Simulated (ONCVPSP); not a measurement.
**Cutoff test, niobium (Nb), ONCV**

* Element: Nb
* Generator: ONCVPSP 4.0.1
* Type: optimised norm-conserving Vanderbilt (ONCV)
* Functional: PBE
* Relativity: scalar-relativistic
* Frozen core: [Kr]
* Valence charge: 5
* Reference configuration: 4d4 5s1
* Partial waves: 5s: rc 3.15 bohr, ncon 4, nbas 8, qcut 1.9 1/bohr, 1 projector; p scattering state at 0.25 Ha: rc 2.85 bohr, ncon 4, nbas 8, qcut 3.5 1/bohr, 2 projectors, debl 1.2 Ha; 4d: rc 2.15 bohr, ncon 4, nbas 9, qcut 8.7 1/bohr, 2 projectors, debl 0.5 Ha
* Local potential: polynomial inside 1.45 bohr (lpopt 3, dvloc0 0 Ha)
* Core correction: Teter function, fcfact 6, rcfact 1.1

In the p channel the program set the typed energies aside and used 0.050, 1.250 Ha.

For each optimised wave give the share of its norm inside rc, the residual kinetic energy above qcut (Ha) and the cutoffs (Ha) for errors of 10, 1, 0.1 and 0.01 mHa per electron.

| wave | norm inside rc | residual KE | 10 mHa | 1 mHa | 0.1 mHa | 0.01 mHa |
| --- | --- | --- | --- | --- | --- | --- |
| 5s | 0.383 | 2.1e-03 | 1.1 | 2.9 | 14.5 | 17.8 |
| p projector 1 | 0.224 | 1.4e-04 | 0.9 | 3.5 | 8.1 | 24.5 |
| p projector 2 | 0.173 | 5.7e-03 | 5.5 | 12.2 | 31.6 | 36.8 |
| 4d | 0.579 | 2.4e-09 | 12.7 | 17.8 | 22.3 | 26.1 |
| d projector 2 | 0.160 | 3.3e-10 | 11.6 | 16.8 | 21.6 | 25.6 |

The occupied waves need 18 Ha and 22 Ha for 1 and 0.1 mHa. Note: ghosts flagged at negative energy: s at -64.6 eV, p at -347.1 eV, p at -14.2 eV; no localised positive-energy state flagged. A true bound ghost makes a file unfit for plane-wave use. 1 of 4 tests not solved or not reliable.
